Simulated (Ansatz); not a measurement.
Frontier orbitals of C₂H₃F₃Sn (`C=[CH][Sn]([F])([F])[F]`).

```xyz
9

C    -0.788    0.736    1.285
C    -0.909   -0.054    0.228
Sn    0.776   -0.484   -0.932
F     1.269   -2.312   -1.050
F     2.296    0.397   -0.209
F     0.705    0.057   -2.749
H    -1.649    0.974    1.903
H     0.158    1.178    1.583
H    -1.858   -0.491   -0.061
```

The species carries charge 0 and has multiplicity 1. Correlated methods include outer-core shells of Sn, which these sets cover unevenly. Sn: def2 effective core potential. Geometry: relaxed with PBE0-D4/def2-TZVP. It is one conformer, not always the lowest. Basis def2-TZVPP, Ansatz 0.2.0.

```json
{"functional": "PBE", "HOMO (eV)": "-8.29", "LUMO (eV)": "-2.82", "gap (eV)": "5.47"}
{"functional": "revPBE", "HOMO (eV)": "-8.20", "LUMO (eV)": "-2.67", "gap (eV)": "5.53"}
{"functional": "BLYP", "HOMO (eV)": "-8.11", "LUMO (eV)": "-2.81", "gap (eV)": "5.30"}
{"functional": "r2SCAN", "HOMO (eV)": "-8.54", "LUMO (eV)": "-2.55", "gap (eV)": "5.99"}
{"functional": "B97M-V", "HOMO (eV)": "-8.46", "LUMO (eV)": "-2.60", "gap (eV)": "5.86"}
{"functional": "PBE0", "HOMO (eV)": "-9.49", "LUMO (eV)": "-1.80", "gap (eV)": "7.69"}
{"functional": "r2SCANh", "HOMO (eV)": "-8.99", "LUMO (eV)": "-2.19", "gap (eV)": "6.80"}
{"functional": "r2SCAN0", "HOMO (eV)": "-9.67", "LUMO (eV)": "-1.64", "gap (eV)": "8.03"}
{"functional": "ωB97M-V", "HOMO (eV)": "-11.77", "LUMO (eV)": "0.28", "gap (eV)": "12.05"}
```

Against PBE, PBE0 changes HOMO and LUMO by −1.20 and +1.02 eV, ωB97M-V by −3.48 and +3.10 eV. A gap of 5.47 eV thus becomes 12.05 eV for the same molecule, so an orbital gap means little without its functional. A positive LUMO is unbound and depends on the basis.
